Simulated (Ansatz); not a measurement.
CH6B2FN, 11 atoms. Charge 0, multiplicity 1. The bonds changed during the relaxation, so this is another structure than the one it started from. All runs use 4 threads of a server CPU on a shared host. Correlated methods freeze the cores.

**Question.** Give the basis size and wall time and peak host memory of each of these runs in Ansatz. direct RPA on PBE orbitals/def2-TZVPP energy; RKS B2PLYP (frozen core)/def2-TZVPP energy; RHF-MP2/def2-QZVPP energy; RKS PBE0-D4/def2-QZVPP energy; RKS ωB97M-V/def2-SVP energy; RKS PBE0-D4/def2-SVP energy; RKS BLYP-D4/def2-TZVPP energy; RHF-CCSD(T)/def2-TZVPP energy; RKS r2SCANh-D4/def2-TZVPP energy; RKS PBE0-D4/def2-TZVP frequencies; RKS PBE0-D4/def2-TZVP relaxation (11 steps); RHF-CCSD(T)/def2-SVP energy. (An estimate is asked.)

**Answer.** Ansatz gave: Other jobs shared the machine, so times are rough.

| level | job | functions | wall time | peak host memory (GiB) |
| --- | --- | --- | --- | --- |
| RKS PBE0-D4/def2-SVP | energy | 100 | 0.55 s | 0.2 |
| RKS BLYP-D4/def2-TZVPP | energy | 239 | 1.3 s | 0.27 |
| RKS ωB97M-V/def2-SVP | energy | 100 | 1.7 s | 0.28 |
| RKS r2SCANh-D4/def2-TZVPP | energy | 239 | 2.4 s | 0.51 |
| RHF-CCSD(T)/def2-SVP | energy | 100 | 3.2 s | 0.48 |
| direct RPA on PBE orbitals/def2-TZVPP | energy | 239 | 3.9 s | 0.58 |
| RKS B2PLYP (frozen core)/def2-TZVPP | energy | 239 | 4.1 s | 0.61 |
| RKS PBE0-D4/def2-QZVPP | energy | 465 | 5.5 s | 1.4 |
| RHF-MP2/def2-QZVPP | energy | 465 | 17 s | 2.9 |
| RKS PBE0-D4/def2-TZVP | relaxation (11 steps) | 191 | 23 s | 0.46 |
| RHF-CCSD(T)/def2-TZVPP | energy | 239 | 35 s | 5.2 |
| RKS PBE0-D4/def2-TZVP | frequencies | 191 | 82 s | 0.46 |
